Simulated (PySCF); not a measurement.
H4AlClO3Si (SMILES [OH][Al]([OH])[O][SiH2]Cl), singlet, at the geometry of the source list; PBE/6-31G, polarisability by finite fields (PySCF).

PySCF was given this input:
```python
from pyscf import gto, scf, dft

mol = gto.Mole()
mol.atom = '''
    Si    2.00590000    0.15670000   -0.24210000
    Cl    2.72710000   -0.78780000    1.37090000
    O     0.39410000    0.17570000   -0.17790000
    Al   -1.25890000   -0.06160000    0.03530000
    O    -1.73320000   -1.62480000    0.19260000
    O    -2.29780000    1.22510000    0.07140000
    H     2.40210000   -0.56870000   -1.44370000
    H     2.42070000    1.55710000   -0.19950000
    H    -2.42020000   -2.24010000    0.39780000
    H    -2.23980000    2.16840000   -0.00480000
'''
mol.basis = '6-31g'
mol.verbose = 4
mol.build()

mf = dft.RKS(mol)
mf.xc = 'pbe'
mf.conv_tol = 1e-11
mf.kernel()
h0, z, done = mf.get_hcore(), mol.intor('int1e_r')[2], []
def energy(F):
    f = mf.copy()
    f.scf_summary = {}
    f.get_hcore = lambda *a: h0 + F * z
    e = f.kernel(mf.make_rdm1())
    done.append(f.converged)
    return e
F = 0.001
alpha = -(energy(F) + energy(-F) - 2 * mf.e_tot) / F**2
print('alpha_zz =', alpha)
```

Q: What does PySCF print? Leave out banner, timings and long lists.

A: 
```
PySCF version 2.14.0

[INPUT] verbose = 4
[INPUT] num. atoms = 10
[INPUT] num. electrons = 72
[INPUT] charge = 0
[INPUT] spin (= nelec alpha-beta = 2S) = 0
[INPUT] symmetry False subgroup None
[INPUT] Mole.unit = angstrom
[INPUT] Symbol           X                Y                Z      unit          X                Y                Z       unit  Magmom
[...]
nuclear repulsion = 424.318624381666
number of shells = 44
number of NR pGTOs = 220
number of NR cGTOs = 74
basis = 6-31g
ecp = {}

******** <class 'pyscf.dft.rks.RKS'> ********
method = RKS
initial guess = minao
damping factor = 0
level_shift factor = 0
DIIS = <class 'pyscf.scf.diis.CDIIS'>
diis_start_cycle = 1
diis_space = 8
diis_damp = 0
SCF conv_tol = 1e-11
SCF conv_tol_grad = None
SCF max_cycles = 50
direct_scf = True
direct_scf_tol = 1e-13
XC library pyscf.dft.libxc version 7.1.2
    S. Lehtola, C. Steigemann, M. J. T. Oliveira, and M. A. L. Marques,  SoftwareX 7, 1–5 (2018)
XC functionals = pbe
    J. P. Perdew, K. Burke, and M. Ernzerhof,  Phys. Rev. Lett. 77, 3865 (1996)
    J. P. Perdew, K. Burke, and M. Ernzerhof,  Phys. Rev. Lett. 78, 1396 (1997)
    J. P. Perdew, K. Burke, and M. Ernzerhof,  Phys. Rev. Lett. 77, 3865 (1996)
    J. P. Perdew, K. Burke, and M. Ernzerhof,  Phys. Rev. Lett. 78, 1396 (1997)
radial grids:
    Treutler-Ahlrichs [JCP 102, 346 (1995); DOI:10.1063/1.469408] (M4) radial grids

becke partition: Becke, JCP 88, 2547 (1988); DOI:10.1063/1.454033
pruning grids: <function nwchem_prune>
grids dens level: 3
symmetrized grids: False
atomic radii adjust function: <function treutler_atomic_radii_adjust>
small_rho_cutoff = 0
Set gradient conv threshold to 3.16228e-06
Initial guess from minao.
tot grids = 138720
init E= -1220.1593224468
[...]
cycle= 1 E= -1219.04280643289  delta_E= 1.12  |g|= 1.52  |ddm|= 3.15
[...]
cycle= 2 E= -1217.03245718052  delta_E= 2.01  |g|= 3.35  |ddm|=  4.8
[...]
cycle= 3 E= -1219.47314511344  delta_E= -2.44  |g|= 0.31  |ddm|= 4.12
[...]
cycle= 4 E= -1219.47817502641  delta_E= -0.00503  |g|= 0.309  |ddm|= 0.681
[...]
cycle= 5 E= -1219.4981284633  delta_E= -0.02  |g|= 0.0673  |ddm|= 0.285
[...]
cycle= 6 E= -1219.49922547185  delta_E= -0.0011  |g|= 0.012  |ddm|= 0.0894
[...]
cycle= 7 E= -1219.4992708901  delta_E= -4.54e-05  |g|= 0.00294  |ddm|= 0.0232
[...]
cycle= 8 E= -1219.49927219533  delta_E= -1.31e-06  |g|= 0.00195  |ddm|= 0.00373
[...]
cycle= 9 E= -1219.49927294691  delta_E= -7.52e-07  |g|= 0.000221  |ddm|= 0.0016
[...]
cycle= 10 E= -1219.49927295934  delta_E= -1.24e-08  |g|= 4.07e-05  |ddm|= 0.000369
[...]
cycle= 11 E= -1219.49927296004  delta_E= -7.07e-10  |g|= 6.63e-06  |ddm|= 8.8e-05
[...]
cycle= 12 E= -1219.49927296005  delta_E= -6.82e-12  |g|= 1.23e-06  |ddm|= 1.52e-05
[...]
Extra cycle  E= -1219.49927296006  delta_E= -5e-12  |g|= 2.31e-06  |ddm|= 4.06e-06
converged SCF energy = -1219.49927296006

******** <class 'pyscf.dft.rks.RKS'> ********
method = RKS
initial guess = minao
damping factor = 0
level_shift factor = 0
DIIS = <class 'pyscf.scf.diis.CDIIS'>
diis_start_cycle = 1
diis_space = 8
diis_damp = 0
SCF conv_tol = 1e-11
SCF conv_tol_grad = None
SCF max_cycles = 50
direct_scf = True
direct_scf_tol = 1e-13
XC library pyscf.dft.libxc version 7.1.2
    S. Lehtola, C. Steigemann, M. J. T. Oliveira, and M. A. L. Marques,  SoftwareX 7, 1–5 (2018)
XC functionals = pbe
    J. P. Perdew, K. Burke, and M. Ernzerhof,  Phys. Rev. Lett. 77, 3865 (1996)
    J. P. Perdew, K. Burke, and M. Ernzerhof,  Phys. Rev. Lett. 78, 1396 (1997)
    J. P. Perdew, K. Burke, and M. Ernzerhof,  Phys. Rev. Lett. 77, 3865 (1996)
    J. P. Perdew, K. Burke, and M. Ernzerhof,  Phys. Rev. Lett. 78, 1396 (1997)
radial grids:
    Treutler-Ahlrichs [JCP 102, 346 (1995); DOI:10.1063/1.469408] (M4) radial grids

becke partition: Becke, JCP 88, 2547 (1988); DOI:10.1063/1.454033
pruning grids: <function nwchem_prune>
grids dens level: 3
symmetrized grids: False
atomic radii adjust function: <function treutler_atomic_radii_adjust>
small_rho_cutoff = 0
Overwritten attributes  get_hcore  of <class 'pyscf.dft.rks.RKS'>
Set gradient conv threshold to 3.16228e-06
init E= -1219.46132285008
[...]
cycle= 1 E= -1219.46133712986  delta_E= -1.43e-05  |g|= 0.00444  |ddm|= 0.0329
[...]
cycle= 2 E= -1219.46133095588  delta_E= 6.17e-06  |g|= 0.00671  |ddm|= 0.0215
[...]
cycle= 3 E= -1219.46134568185  delta_E= -1.47e-05  |g|= 0.00155  |ddm|= 0.0109
[...]
cycle= 4 E= -1219.46134618224  delta_E= -5e-07  |g|= 0.000497  |ddm|= 0.00194
[...]
cycle= 5 E= -1219.46134623682  delta_E= -5.46e-08  |g|= 4.34e-05  |ddm|= 0.000574
[...]
cycle= 6 E= -1219.46134623747  delta_E= -6.57e-10  |g|= 2.15e-05  |ddm|= 9.26e-05
[...]
cycle= 7 E= -1219.46134623755  delta_E= -8.12e-11  |g|= 3.73e-06  |ddm|= 1.76e-05
[...]
cycle= 8 E= -1219.46134623756  delta_E= -2.27e-12  |g|= 1.23e-06  |ddm|= 5.75e-06
[...]
Extra cycle  E= -1219.46134623756  delta_E= -1.14e-12  |g|= 2.77e-06  |ddm|= 2.98e-06
converged SCF energy = -1219.46134623756

******** <class 'pyscf.dft.rks.RKS'> ********
method = RKS
initial guess = minao
damping factor = 0
level_shift factor = 0
DIIS = <class 'pyscf.scf.diis.CDIIS'>
diis_start_cycle = 1
diis_space = 8
diis_damp = 0
SCF conv_tol = 1e-11
SCF conv_tol_grad = None
SCF max_cycles = 50
direct_scf = True
direct_scf_tol = 1e-13
XC library pyscf.dft.libxc version 7.1.2
    S. Lehtola, C. Steigemann, M. J. T. Oliveira, and M. A. L. Marques,  SoftwareX 7, 1–5 (2018)
XC functionals = pbe
    J. P. Perdew, K. Burke, and M. Ernzerhof,  Phys. Rev. Lett. 77, 3865 (1996)
    J. P. Perdew, K. Burke, and M. Ernzerhof,  Phys. Rev. Lett. 78, 1396 (1997)
    J. P. Perdew, K. Burke, and M. Ernzerhof,  Phys. Rev. Lett. 77, 3865 (1996)
    J. P. Perdew, K. Burke, and M. Ernzerhof,  Phys. Rev. Lett. 78, 1396 (1997)
radial grids:
    Treutler-Ahlrichs [JCP 102, 346 (1995); DOI:10.1063/1.469408] (M4) radial grids

becke partition: Becke, JCP 88, 2547 (1988); DOI:10.1063/1.454033
pruning grids: <function nwchem_prune>
grids dens level: 3
symmetrized grids: False
atomic radii adjust function: <function treutler_atomic_radii_adjust>
small_rho_cutoff = 0
Set gradient conv threshold to 3.16228e-06
init E= -1219.53722307002
[...]
cycle= 1 E= -1219.53723757219  delta_E= -1.45e-05  |g|= 0.00437  |ddm|= 0.0327
[...]
cycle= 2 E= -1219.53723182532  delta_E= 5.75e-06  |g|= 0.00657  |ddm|= 0.021
[...]
cycle= 3 E= -1219.53724587067  delta_E= -1.4e-05  |g|= 0.00154  |ddm|= 0.0106
[...]
cycle= 4 E= -1219.53724636353  delta_E= -4.93e-07  |g|= 0.000491  |ddm|= 0.00192
[...]
cycle= 5 E= -1219.5372464169  delta_E= -5.34e-08  |g|= 4.53e-05  |ddm|= 0.000568
[...]
cycle= 6 E= -1219.53724641756  delta_E= -6.56e-10  |g|= 2.34e-05  |ddm|= 9.06e-05
[...]
cycle= 7 E= -1219.53724641766  delta_E= -9.96e-11  |g|= 3.49e-06  |ddm|= 1.89e-05
[...]
cycle= 8 E= -1219.53724641766  delta_E= -6.37e-12  |g|= 1.23e-06  |ddm|= 5.71e-06
[...]
Extra cycle  E= -1219.53724641767  delta_E= -5e-12  |g|= 2.78e-06  |ddm|= 3e-06
converged SCF energy = -1219.53724641767
alpha_zz = 46.73511512010009
```
